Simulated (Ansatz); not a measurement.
Total energies of C$_{10}$H$_{12}$O$_{2}$Ti (`[OH][Ti]12345678([OH])([C@H]9[C@@H]1[C@@H]2[C@@H]3[C@H]94)[C@H]1[C@@H]5[C@@H]6[C@@H]7[C@H]18`).

Z-matrix (Å, degrees):
```
Ti
C 1 2.424
C 1 2.412 2 118.2
C 1 2.393 2 131.2 3 68.9
O 1 1.879 2 110.3 3 -165.2
C 1 2.421 2 148.4 3 -22.4
C 1 2.407 2 56.3 3 96.2
C 1 2.420 2 33.7 3 174.6
O 1 1.879 2 79.8 3 -69.4
C 1 2.425 2 165.1 3 63.7
C 1 2.407 2 110.6 3 36.3
C 1 2.394 2 34.0 3 58.1
C 1 2.412 2 56.2 3 137.1
H 1 2.433 2 65.1 3 -85.3
H 1 2.434 2 127.6 3 -151.3
H 2 1.079 1 118.3 3 62.6
H 3 1.078 1 116.4 2 -37.2
H 4 1.079 1 119.0 2 59.8
H 6 1.079 1 116.8 2 -84.7
H 7 1.079 1 119.3 2 -159.5
H 8 1.079 1 116.8 2 123.0
H 10 1.079 1 118.4 2 127.7
H 11 1.079 1 119.3 2 12.3
H 12 1.079 1 119.1 2 -122.6
H 13 1.078 1 116.4 2 159.0
```

The species carries charge 0 and has multiplicity 1. Correlated methods include outer-core shells of Ti, which these sets cover unevenly. Scalar relativity is left out up to krypton. The geometry is a stationary point of PBE0-D4/def2-TZVP. It is one conformer, not always the lowest. Basis def2-TZVPP, Ansatz 0.2.0.

RPA on PBE orbitals: Hartree–Fock energy of these orbitals -1383.89177 Eh, correlation -4.00776 Eh (frozen core).

| functional | energy without D4 (Eh) | D4 term (kJ/mol) |
| --- | --- | --- |
| LDA (SPW92) | -1381.90011 | – |
| PBE | -1387.66517 | -84.1 |
| revPBE | -1388.28178 | -239.2 |
| BLYP | -1388.35528 | -178.4 |
| r2SCAN | -1388.23172 | -23.6 |
| B97M-V | -1388.32365 | – |
| PBE0 | -1387.70823 | -72.6 |
| B3LYP | -1388.54590 | -133.0 |
| r2SCANh | -1388.18579 | -24.9 |
| r2SCAN0 | -1388.12127 | -27.3 |
| HSE06 (plane-wave form) | -1387.67075 | -68.0 |
| BHLYP | -1388.14992 | -101.6 |
| CAM-B3LYP | -1388.27949 | -74.2 |
| LC-ωPBE | -1387.98073 | – |
| ωB97X-V | -1388.25287 | – |
| ωB97M-V | -1388.27791 | – |
| B2PLYP | -1387.94024 | – |
| PBE-QIDH | -1387.53216 | – |

B3LYP takes the VWN-RPA correlation (the form of Gaussian; ORCA's B3LYP/G). HSE06 is the plane-wave form, built on full-range PBE exchange. The double hybrids freeze the cores in their second-order part.

LC-ωPBE has ω = 0.4 bohr⁻¹.
